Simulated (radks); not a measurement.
Results of a calculation; reference values are marked as such.
Mg+, 11 electrons, occupied as [Ne] 3p1 (not the ground configuration).

Code: a radial shooting solver on a logarithmic mesh with Libxc functionals. Model: Dirac Kohn-Sham, PBE, spin-unpolarised, spherical densities, finite nucleus; open shells fill j = l - 1/2 first; Fermi nuclear charge, rms radius 3.057 fm.

Energy parts (hartree):
part                      energy
total                 -199.82717
kinetic                200.13372
electron-nucleus      -475.32670
Hartree                 91.47236
exchange-correlation   -16.10655

Orbitals (lengths in bohr, moments of r in powers of bohr):
orbital  occ.  eigenvalue (hartree)   <1/r>
1s1/2       2             -46.69524   11.63
2s1/2       2              -3.33405   2.104
2p1/2       2              -2.11895   1.966
2p3/2       4              -2.10831   1.958
3p1/2       1              -0.28712  0.3819
3p3/2       0              -0.28662  0.3812

The highest occupied level is 3p1/2 at -7.813 eV. The density falls to 0.001 e/bohr^3 at r = 4.14 bohr. The electron density at the nucleus is 1158 e/bohr^3. Summed over all electrons, <r^2> = 18.55 bohr^2, which gives a Langevin (diamagnetic) susceptibility term of -14.7 x 10^-6 cm^3/mol.
